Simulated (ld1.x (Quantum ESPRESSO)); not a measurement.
# Ca (Z = 20): TM semilocal pseudisation with PBE, scalar-relativistic reference atom.

* Element: Ca (Z = 20)
* Generator: ld1.x (Quantum ESPRESSO) 7.5
* Type: norm-conserving Troullier–Martins (semilocal form)
* Functional: PBE
* Relativity: scalar-relativistic
* Frozen core: [Ar]
* Valence charge: 2
* Reference configuration: 3d0.5 4s1.5 4p0
* Partial waves: 4s (bound): rc 2.88 bohr; 3d (bound): rc 2.08 bohr; 4p (bound, empty): rc 2.24 bohr
* Local potential: the p channel
* Core correction: a·sin(br)/r model core inside 1.45 bohr

* Cutoffs needed: 35 Ry and 45 Ry (the cutoffs (Ry, on a coarse ladder) from which the occupation-weighted sum of valence levels, in a spherical-Bessel basis at the reference potential, stays within 10 and 1 mRy of its value at 400 Ry)
* Ghost test: no extra level below or beside the all-electron valence levels (s, d, p tested); the semilocal form is local in each channel, so this says nothing of the separable form that plane-wave codes build from it (spherical-Bessel basis up to 400 Ry, 20 bohr box)
* Configuration tests: 2 of 7 tests not solved or not reliable; not counted: 3d0 4s0 4p2 (solver errors, printed error -8.5 eV); 3d0 4s0 4p1 (solver errors, printed error -2.4 eV)
